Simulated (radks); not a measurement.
The nuclear charge of neutral nitrogen is varied continuously with 7 electrons held in [He] 2s2 2p3. All-electron calculation, scalar-relativistic Kohn-Sham, PBE, spin-polarised, spherical densities, finite nucleus; open shells are filled with parallel spins first; Fermi nuclear charge, rms radius 2.5582 fm. Program: a radial shooting solver on a logarithmic mesh with Libxc functionals. By the Hellmann-Feynman theorem dE/dZ = E(electron-nucleus)/Z, the electronic potential at the nucleus (averaged over a nucleus of fixed radius). The scalar-relativistic energy here is not variational (the density holds large components alone), so the two differ by a part that grows with Z.

| Z | E (hartree) | E(electron-nucleus)/Z (hartree) | HOMO | e(HOMO) (eV) | <r> HOMO (bohr) |
|---|---|---|---|---|---|
| 6.75 | -50.08413 | -17.5223 | 2p | -4.953 | 1.570 |
| 7 | -54.56778 | -18.3452 | 2p | -8.299 | 1.435 |
| 7.25 | -59.25699 | -19.1666 | 2p | -12.126 | 1.324 |
| 7.5 | -64.15143 | -19.9869 | 2p | -16.418 | 1.232 |
| 7.75 | -69.25088 | -20.8065 | 2p | -21.165 | 1.154 |
| 8 | -74.55520 | -21.6257 | 2p | -26.362 | 1.085 |

The central difference of E at Z = 7 is -18.346 hartree, to compare with the third column; the second derivative is -3.29 hartree.
